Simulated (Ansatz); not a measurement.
Cost and result for the atomization energy of CH4ClGe, SMILES `[CH2][GeH2][Cl]` radical (7 atoms, 6 bonds).

Charge 0, multiplicity 2. Correlated methods include outer-core shells of Ge, which these sets cover unevenly. Scalar relativity is left out up to krypton. The geometry is a stationary point of PBE0-D4/def2-TZVP. Program: Ansatz. All runs use 4 threads of an AMD EPYC 7B13 on a shared host. Times are those of one run each, without the atoms' runs, and a repeat can differ threefold. Electronic energies, without spin–orbit coupling; frozen cores. CCSD(T)/CBS adds CCSD(T) − MP2 in def2-TZVPP to the MP2 limit, and its time is that of the two runs behind it. T1 = 0.011; ⟨S²⟩ of the reference is 0.76. With those shells the extrapolation isn't a true limit.

CCSD(T)/CBS is a level of theory with its own doubt, some kJ/mol a heavy atom from the limit and from the frozen cores, so smaller differences don't rank the functionals.

```json
{"level": "revPBE-D4/def2-TZVPP", "functions": "177", "wall time": "1.8 s"}
{"level": "PBE-D4/def2-TZVPP (with forces)", "functions": "177", "wall time": "1.9 s"}
{"level": "BHLYP-D4/def2-TZVPP", "functions": "177", "wall time": "2.9 s"}
{"level": "CAM-B3LYP-D4/def2-TZVPP", "functions": "177", "wall time": "3.2 s"}
{"level": "PBE-QIDH/def2-TZVPP", "functions": "177", "wall time": "3.8 s"}
{"level": "r2SCAN-D4/def2-TZVPP (with forces)", "functions": "177", "wall time": "4.2 s"}
{"level": "r2SCANh-D4/def2-TZVPP", "functions": "177", "wall time": "4.8 s"}
{"level": "ωB97X-V/def2-TZVPP", "functions": "177", "wall time": "6 s"}
{"level": "CCSD(T)/def2-SVP", "functions": "84", "wall time": "6.5 s"}
{"level": "ωB97M-V/def2-TZVPP (with forces)", "functions": "177", "wall time": "9 s"}
{"level": "MP2/def2-QZVPP", "functions": "336", "wall time": "12 s"}
{"level": "CCSD(T)/def2-TZVPP", "functions": "177", "wall time": "100 s"}
{"level": "CCSD(T)/CBS(def2)", "functions": "–", "wall time": "120 s"}
```

Problem. What atomization energy does each give, and how far from CCSD(T)/CBS? (Estimate.)

Solution. Computed: 
| level | atomization (kcal/mol) | difference from CCSD(T)/CBS | per bond |
| --- | --- | --- | --- |
| revPBE-D4/def2-TZVPP | 493.3 | -8.2 | -1.4 |
| PBE-D4/def2-TZVPP (with forces) | 503.8 | 2.3 | 0.4 |
| BHLYP-D4/def2-TZVPP | 491.0 | -10.5 | -1.8 |
| CAM-B3LYP-D4/def2-TZVPP | 500.5 | -1.0 | -0.2 |
| PBE-QIDH/def2-TZVPP | 500.3 | -1.2 | -0.2 |
| r2SCAN-D4/def2-TZVPP (with forces) | 506.5 | 5.0 | 0.8 |
| r2SCANh-D4/def2-TZVPP | 504.5 | 3.0 | 0.5 |
| ωB97X-V/def2-TZVPP | 503.5 | 2.0 | 0.3 |
| CCSD(T)/def2-SVP | 470.3 | -31.2 | -5.2 |
| ωB97M-V/def2-TZVPP (with forces) | 499.0 | -2.5 | -0.4 |
| MP2/def2-QZVPP | 498.5 | -3.0 | -0.5 |
| CCSD(T)/def2-TZVPP | 491.8 | -9.7 | -1.6 |
| CCSD(T)/CBS(def2) | 501.5 | 0.0 | 0.0 |

At CCSD(T), def2-SVP lies −31.2 kcal/mol from the extrapolated value and def2-TZVPP −9.7 kcal/mol: correlation converges slowly with the basis, and small sets miss more of it in the bonded molecule than in its fragments. The D4 term adds +5.0 kcal/mol with B3LYP and +2.6 kcal/mol with PBE0; it sums over pairs of atoms, weighted by their polarisabilities, and B3LYP, whose exchange is more repulsive, gets the larger term. In def2-TZVPP, CCSD(T) changes the Hartree–Fock value by +112.8 kcal/mol (the triples alone add +5.8 kcal/mol) and MP2 by +113.9 kcal/mol; breaking electron pairs costs correlation energy, which Hartree–Fock lacks.

B3LYP here is the variant with VWN-RPA as its local correlation; programs differ in this.
